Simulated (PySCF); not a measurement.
# From r²SCAN to CCSD(T): MPb along the second period

r²SCAN and CCSD(T) in PySCF with def2-SVP on every atom (core potentials on Pb), for the lowest determinant that a PBE0 search found; no spin–orbit coupling.

```tsv
molecule	state (unpaired electrons)	r²SCAN Re (Å)	r²SCAN ωe (cm⁻¹)	r²SCAN De (eV)	CCSD(T) Re (Å)	CCSD(T) ωe (cm⁻¹)	CCSD(T) De (eV)
BePb	triplet (π ↑↑)	2.417	430	1.32	?	?	?
BPb	quartet (σ ↑, π ↑↑)	2.264	513	2.75	2.280	497	2.12
PbO	singlet (closed shell)	1.943	754	4.67	1.975	681	4.22
PbF	doublet (π ↑)	2.069	545	4.46	2.069	549	3.90
```

Q: Estimate the CCSD(T) values of BePb by adding the mean shift from r²SCAN to CCSD(T) of the other rows, and compare with the calculation.

A: The mean shifts are +1.6 pm, -28 cm⁻¹ and -0.55 eV, which give 2.433 Å, 402 cm⁻¹ and 0.77 eV. CCSD(T)/def2-SVP gives Re = 2.532 Å, ωe = 335 cm⁻¹, De = 0.51 eV.

Q: What are the mean differences of r²SCAN from CCSD(T) over the whole series?

A: Re -4.1 pm, ωe +45 cm⁻¹, De +0.61 eV.

In a basis of this size CCSD(T) is itself not converged; it tends to give bonds that are too long and too weak.

Correlated steps freeze the inner cores (4 to 5 orbitals); shallow outer-core shells are correlated. Correlated levels converge slowly with the basis: in double zeta they bind strong bonds too weakly, by up to about 1 eV, and carry superposition errors of some tenths. Spin–orbit coupling is left out, which matters for elements this heavy, above all for dissociation energies. Where the molecule has an RHF reference, its open-shell atoms are computed with UHF. The CCSD T1 diagnostic is raised in PbO, a sign that a single reference may not be enough there. States were picked by a PBE0 search and need not be the measured ground states.
